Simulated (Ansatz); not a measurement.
Ansatz (a program for electronic structure) input (CCSD(T)/def2-SVPD):

Ansatz 0.2 input:
```yaml
crystal:
  periodic: [false, false, false]
  atoms:
    - {symbol: Br, position_ang: [0.00000000, 0.00000000, 0.00000000]}
basis:
  gaussian:
    orbitals: def2-SVPD
magnetization: {spin_polarized: true, initial_magnetization: 1}
correlation: {method: ccsd_t, electrons: outside_noble_gas}
scf: {lower_state_search: full}
```

Output:

```
Functional definition: HF
integrals: 0.01 GiB planned
276 factors; integrals over basis functions are off by at most 5.7e-5 eV
mean field: 0.09 GiB planned
mean field evaluation 1: about -69989.8684 eV, gradient 4.0e0 eV
mean field evaluation 2: about -69989.8686 eV, gradient 4.0e0 eV
mean field evaluation 4: about -69990.0002 eV, gradient 4.8e-1 eV
mean field evaluation 8: about -69990.0014 eV, gradient 5.4e-4 eV
mean field evaluation 16: about -69990.0014 eV, gradient 4.1e-2 eV
mean field evaluation 32: about -69990.0014 eV, gradient 9.5e-6 eV
mean field evaluation 64: about -69989.9410 eV, gradient 3.1e0 eV
mean field evaluation 96: about -69990.0014 eV, gradient 8.8e-5 eV
mean field -69990.00138523 eV, -2572.0851099805 hartree, gradient 1.5e-6 eV, S^2 0.756719; 6 other end points of the search recorded, 0 dependent functions left out
14 core orbitals not correlated
reference -69990.00138523 eV, -2572.0851099805 hartree; 4, 3 occupied and 23, 24 virtual orbitals, 276 factors
second order -2.77843308 eV of doubles, -0.00000000 eV of singles
coupled cluster: 0.06 GiB planned
cycle   1  -3.10995319 eV  change   -3.3e-1 eV  update   3.4e-2
cycle   2  -3.19028802 eV  change   -8.0e-2 eV  update   1.1e-2
cycle   3  -3.19584693 eV  change   -5.6e-3 eV  update   2.5e-3
cycle   4  -3.19566629 eV  change    1.8e-4 eV  update   6.2e-4
cycle   5  -3.19561888 eV  change    4.7e-5 eV  update   2.6e-4
cycle   6  -3.19563858 eV  change   -2.0e-5 eV  update   7.3e-5
cycle   7  -3.19564414 eV  change   -5.6e-6 eV  update   1.5e-5
cycle   8  -3.19564295 eV  change    1.2e-6 eV  update   3.2e-6
perturbative correction -0.05373803 eV, -0.0019748363 hartree
Total energy: -69993.25076622 eV, -2572.2045225291 hartree
```
